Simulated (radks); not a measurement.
Task: These are the eigenvalues of the occupied orbitals of an atom or ion with whole-number occupations (Ry). Method: Dirac Kohn-Sham, BLYP, spin-unpolarised, spherical densities, finite nucleus; Fermi nuclear charge, rms radius of each element as measured or else 0.836 A^(1/3) + 0.57 fm; computed with a radial shooting solver on a logarithmic mesh with Libxc functionals.

orbital  eigenvalue
1s1/2     -4760.159
2s1/2     -907.7516
2p1/2     -872.2372
2p3/2     -789.9362
3s1/2     -292.4531
3p1/2     -276.9706
3p3/2     -258.8662
3d3/2     -233.0097
3d5/2     -229.0125
4s1/2     -135.1287
4p1/2     -128.5651
4p3/2     -122.8633

Which element is it, and in what charge state? The configuration may be excited. Open shells, if any, fill j = l - 1/2 first.

Result: Z = 71, lutetium, charge +37: Lu37+ in [Ar] 3d10 4s2 4p4. The list shows which subshells hold electrons but not how many an open one holds; the 1s level, -2380.1 hartree, gives Z - s = 69.0 by -(Z - s)^2/2, which with screening and relativity narrows Z to a few neighbours, and the depths of the outer levels then fix element, charge and occupations together.
